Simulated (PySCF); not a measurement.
Vibration and rotation of CaSe⁻

UHF-CCSD(T) constants of CaSe⁻, ²Σ⁺ (doublet), unpaired electrons σ ↑ (Ca def2-SVPD, Se def2-SVPD; no relativity (PySCF 2.14); masses 39.9626 and 79.9165 u):

- ωe: 282.9 cm⁻¹
- ωexe: 1.01 cm⁻¹
- Be: 0.091198 cm⁻¹
- αe: 0.000404 cm⁻¹

(1) What force constant and bond length do these constants imply?

(2) Estimate the centrifugal constant D from the Kratzer relation and find the Dunham coefficient a1.

Correlated steps freeze 14 core orbitals. Spin–orbit coupling is left out. The state was picked by a PBE0 search and need not be the measured ground state.

Results:

(1) Reduced mass μred = 26.641 u; k = 5.8918×10⁻⁷·μred·ωe² (u, cm⁻¹, mdyn/Å) = 1.26 mdyn/Å; Re = √(16.8576/(μred·Be)) (u, cm⁻¹, Å) = 2.634 Å.

(2) D = 4Be³/ωe² = 3.79e-08 cm⁻¹; a1 = −1 − αeωe/(6Be²) = -3.29.
